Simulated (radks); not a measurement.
Ru7+, configuration [Kr] 4d1. Method: scalar-relativistic Kohn-Sham, r2SCAN, spin-polarised, spherical densities, finite nucleus; open shells are filled with parallel spins first (spin-orbit coupling, left out, can overturn this in heavy ions); meta-GGA in the generalised Kohn-Sham scheme; Fermi nuclear charge, rms radius 4.4809 fm; computed with a radial shooting solver on a logarithmic mesh with Libxc functionals.

Unscreened Slater integrals over Kohn-Sham orbitals (hartree). They are taken over the spin-up orbitals.

F0(4d,4d): 0.74047
F2(4d,4d): 0.38398
F4(4d,4d): 0.25744
F0(4d,4p): 0.79120
F2(4d,4p): 0.40806
G1(4d,4p): 0.51675
G3(4d,4p): 0.32223
F0(4d,4s): 0.81310
G2(4d,4s): 0.39092
F0(4d,3d): 0.97761
F2(4d,3d): 0.21297
F4(4d,3d): 0.097075
G0(4d,3d): 0.071365
G2(4d,3d): 0.082126
G4(4d,3d): 0.062321
F0(4p,4p): 0.85603
F2(4p,4p): 0.45527
F0(4p,4s): 0.88478
G1(4p,4s): 0.60626
F0(4p,3d): 1.0988
F2(4p,3d): 0.26836
G1(4p,3d): 0.086833
G3(4p,3d): 0.084544
F0(4s,4s): 0.91738
F0(4s,3d): 1.1625
G2(4s,3d): 0.097712
F0(3d,3d): 2.3768
F2(3d,3d): 1.1778
F4(3d,3d): 0.74996

Derived for the open shells (J is the average intra-shell exchange parameter used in DFT+U). 4d: Racah B = F2/49 - 5 F4/441 = 0.004917 hartree, C = 35 F4/441 = 0.02043 hartree, C/B = 4.16, F4/F2 = 0.670, J = (F2 + F4)/14 = 0.04582 hartree.
